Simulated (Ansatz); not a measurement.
Cl$_{3}$H$_{5}$N$_{2}$Si$_{2}$, SMILES `N[SiH](Cl)[Si](N)(Cl)Cl` at its PBE0-D4/def2-TZVP geometry, where that method's forces vanish. Total charge 0; spin multiplicity 1.

```xyz
12

N    -0.3793   -1.4991    1.7437
Si   -0.8100   -0.8919    0.2206
Cl   -0.2848   -2.0875   -1.4087
Si    0.3863    1.0748   -0.1405
N     0.4805    1.4111   -1.7945
Cl   -0.4421    2.7123    0.7724
Cl    2.2184    0.7795    0.7906
H     0.5766   -1.4551    2.0594
H    -0.8967   -2.2370    2.1923
H    -2.2831   -0.7712    0.1533
H     0.6463    0.6596   -2.4455
H     0.7879    2.3046   -2.1432
```

Problem. What forces (eV/Å) does r2SCAN-D4/def2-TZVPP give on these atoms in Ansatz? (Estimate.)

Solution. Ansatz gave: 
```
N1  -0.016  0.027  0.023
Si2 -0.042  0.081 -0.006
Cl3  0.025 -0.062 -0.087
Si4 -0.063 -0.059 -0.002
N5  -0.039 -0.006 -0.014
Cl6 -0.040  0.082  0.037
Cl7  0.104 -0.026  0.052
H8   0.011 -0.024  0.021
H9   0.011 -0.024  0.029
H10  0.013 -0.005  0.013
H11  0.021  0.008 -0.032
H12  0.015  0.011 -0.034
```
